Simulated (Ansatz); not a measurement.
Species: sum formula FeBrCl, charge 0, multiplicity 5. The spin state was set by rule; other spins were not relaxed. 
Structure (B3LYP-D3(BJ)/def2-TZVP (Ansatz, an electronic-structure program) minimum search):
SMILES: [Cl][Fe][Br]
```xyz
3

Fe     0.0000     0.0000    -0.5612
Cl     0.0000     0.0000    -2.7056
Br     0.0000     0.0000     1.7310
```
Charge 0, spin multiplicity 5.

Quantity: atomisation energy (electronic, to ground-state atoms), in eV. Correlated levels leave the core frozen unless marked. Open shells are spin-unrestricted. No spin-orbit coupling. Frozen are the shells of the preceding noble gas and the d and f shells that filled before the atom's block. Non-relativistic. The coupled-cluster limit lacks core correlation, which all-electron functionals hold. Basis-set limits of correlation are two-point, X^-3; Hartree-Fock from the larger set. [CCSD(T)-MP2]/basis is that difference in the basis named.

```
level                                                                 program  atomisation energy (eV)
-------------------------------------------------------------  --------------  -----------------------
PBE-D3(BJ)/def2-TZVPD                                          Ansatz + dftd3                      [?]
revPBE/def2-TZVPD                                                      Ansatz                     7.75
r2SCAN/def2-TZVPD                                                      Ansatz                     8.30
B3LYP-D4/def2-TZVPD                                            Ansatz + dftd4                     7.75
HSE06-D3(BJ)/def2-TZVPD                                        Ansatz + dftd3                     8.11
HSE06/def2-TZVPD                                                       Ansatz                     8.05
LC-wPBE-D3(BJ)/def2-TZVPD                                      Ansatz + dftd3                     8.12
B2PLYP-D3(BJ)/def2-TZVPD                                       Ansatz + dftd3                     7.73
B2PLYP/def2-TZVPD                                                      Ansatz                     7.65
PBE-QIDH/def2-TZVPD                                                    Ansatz                      [?]
SCS-MP2/def2-TZVPPD                                                    Ansatz                     7.55
RI-MP2/CBS(def2-TZVPPD,def2-QZVPPD)+[CCSD(T)-MP2]/def2-TZVPPD          Ansatz                     7.87
```

Question: Fill in the missing entries.

Answer: 
- PBE-D3(BJ)/def2-TZVPD, atomisation energy (eV): 8.22
- PBE-QIDH/def2-TZVPD, atomisation energy (eV): 7.97
